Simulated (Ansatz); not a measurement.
Basis-set extrapolation for F2H4O2Si2 (`O[Si@H](F)[Si@H](O)F`) (PBE0-D4/def2-TZVP geometry, frozen core, Ansatz 0.2.0). Multiplicity 1, RHF reference.

```
                      def2-TZVPP   def2-QZVPP
                 HF  -929.225089  -929.261085
    MP2 correlation    -1.210763    -1.319384
CCSD(T) correlation    -1.275448      not run
```

Energies in hartree. Use E(X) = E(∞) + A·exp(−7.88·√X) for Hartree–Fock and E(X) = E(∞) + B·X^(−2.97) for correlation, with X = 3 and 4, and add CCSD(T) minus MP2 of the smaller set to the MP2 limit.

Q: What is the CCSD(T) energy at the basis-set limit?

A: HF limit: -929.261085 + (-0.035996) × 0.13774 = -929.26604. MP2 limit: -1.319384 + (-0.108621) × 0.74074 = -1.39984. Higher-order term: -1.275448 − (-1.210763) = -0.06468. Total: -930.73056 hartree, 6.26 eV below CCSD(T)/def2-TZVPP.
